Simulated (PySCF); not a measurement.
## Optical rotation: `C[C@H]1C[C@H](O)[C@@H]1CO`, C6H12O2

Cartesian coordinates in Å; atom numbers follow the order of the lines, from 1:
```xyz
20

C    -1.996   -1.148    0.514
C    -0.932   -0.499   -0.353
C    -0.969    1.041   -0.361
C     0.282    1.064    0.537
O     1.360    1.867    0.122
C     0.471   -0.450    0.289
C     1.610   -0.787   -0.672
O     2.872   -0.523   -0.121
H    -1.812   -2.216    0.603
H    -1.994   -0.713    1.511
H    -2.982   -1.003    0.076
H    -0.941   -0.952   -1.347
H    -1.864    1.499    0.054
H    -0.766    1.463   -1.344
H     0.037    1.281    1.586
H     1.079    2.788    0.119
H     0.588   -1.038    1.201
H     1.474   -0.228   -1.609
H     1.590   -1.857   -0.899
H     2.887    0.420    0.092
```

The calculation used TDDFT B3LYP/def2-SVPD circular dichroism and optical rotation, one conformer, gas phase (PySCF). Geometry: GFN2-xTB.

The molecule is flexible and this is one conformer; a measurement averages over conformers. States above about 7.2 eV (minus the energy of the highest occupied orbital) lie near or above the ionisation threshold and depend on the basis.

Stereocentres: C2 S, C4 S, C6 S.

(1) What is the specific rotation at 633, 589.3, 546, 436, 405, 365, 355 nm?

(2) And for the mirror image at 589.3 nm?

(3) What is the molar rotation [Φ] = [α]·M/100 of the geometry above at 589.3 nm?

## Answers

(1) [α] in deg dm⁻¹ (g/mL)⁻¹:
```csv
λ (nm),origin-invariant length gauge,modified velocity gauge,length gauge (centre of mass),isotropic polarisability (au)
633,+118.1,+125.6,+117.0,80.9
589.3,+138.0,+146.8,+136.7,81.2
546,+163.4,+173.8,+161.9,81.5
436,+274.5,+291.6,+271.8,82.7
405,+328.3,+348.6,+325.0,83.3
365,+427.4,+453.3,+423.1,84.3
355,+459.8,+487.6,+455.2,84.6
```

(2) -138.0 deg dm⁻¹ (g/mL)⁻¹ (origin-invariant length gauge): the same size and the opposite sign.

(3) With M = 116.16 g/mol, +160.3 deg cm² dmol⁻¹ (origin-invariant length gauge).

The first excitation lies at 6.39 eV (194 nm) with R = -3.6 × 10⁻⁴⁰ esu² cm² (velocity form).
